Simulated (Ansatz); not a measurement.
Calculated with Ansatz (gas phase, PBE0-D4/def2-TZVP geometries, no zero-point term in ΔE). CCSD(T)/CBS is the MP2 limit (def2-TZVPP, def2-QZVPP) plus CCSD(T) − MP2 in def2-TZVPP, frozen cores. Functionals use def2-TZVPP. B3LYP here is the variant with VWN-RPA as its local correlation; programs differ in this. HSE06 is defined as in plane-wave codes. Elements past krypton have def2 core potentials. For Ga, In, Se outer-core shells are correlated without core-valence functions, which leaves a few kJ/mol of doubt a bond. Scalar relativity is left out up to krypton. One conformer a species, not always the lowest.

Consider the formal exchange of groups at the Se–In bond: `C[Se][In]([F])[F]` + `[Cl][GaH2]` → `C[Se][GaH][Cl]` + `[F][InH][F]`.

| level | ΔE (eV) |
| --- | --- |
| B3LYP-D4 | -0.14 |
| ωB97M-V | -0.15 |
| BLYP | -0.08 |
| r2SCAN0 | -0.16 |
| HSE06 | -0.14 |
| BHLYP | -0.11 |
| MP2/def2-SVP | -0.13 |
| CCSD(T)/def2-SVP | -0.12 |

**Question.** What does CCSD(T)/CBS give? (Estimate.)

**Answer.** Computed: -0.14 eV. The listed levels differ from it by 0.00, -0.01, 0.06, -0.02, 0.00, 0.03, 0.01, 0.02 eV.

Largest T1 diagnostic among the species: 0.017.

In def2-TZVPP, CCSD(T) changes the Hartree–Fock value by −0.09 eV (the triples alone add −0.01 eV) and MP2 by −0.09 eV. The D4 term adds −0.04 eV with B3LYP and −0.02 eV with PBE0; it sums over pairs of atoms, weighted by their polarisabilities, and B3LYP, whose exchange is more repulsive, gets the larger term.
